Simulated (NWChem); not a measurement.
A series in which one site is exchanged, each optimised at B3LYP/6-31G* with NWChem, gas phase unless a solvent is named. Pople sets run with spherical d functions. This build's default masses of Se (78.918 u) and Br (79.917 u) are each other's, which moves their modes by up to 0.6 %.

A: [F][Mg][Br] (MgBrF; site = F)
B: [Cl][Mg][Br] (MgBrCl; site = Cl)
C: [Mg]([Br])[Br] (MgBr2; site = Br)
D: [MgH][Br] (MgHBr; site = H)

Values for A:

- dipole (D), B3LYP/6-31G* = 0.27
- orbital gap (eV), B3LYP/6-31G* = 6.03
- static polarisability, PBE0/def2-SVPD (bohr³) = 41.4
- lowest singlet excitation, PBE0/def2-SVPD, TDA (eV) = 5.40

How do these values change for the other members?


| change from A | B | C | D |
|---|---|---|---|
| dipole (D), B3LYP/6-31G* | -0.06 | -0.27 | +1.30 |
| orbital gap (eV), B3LYP/6-31G* | 0.00 | -0.09 | +0.50 |
| static polarisability, PBE0/def2-SVPD (bohr³) | +16.3 | +25.5 | +9.4 |
| lowest singlet excitation, PBE0/def2-SVPD, TDA (eV) | -0.04 | -0.16 | +0.41 |
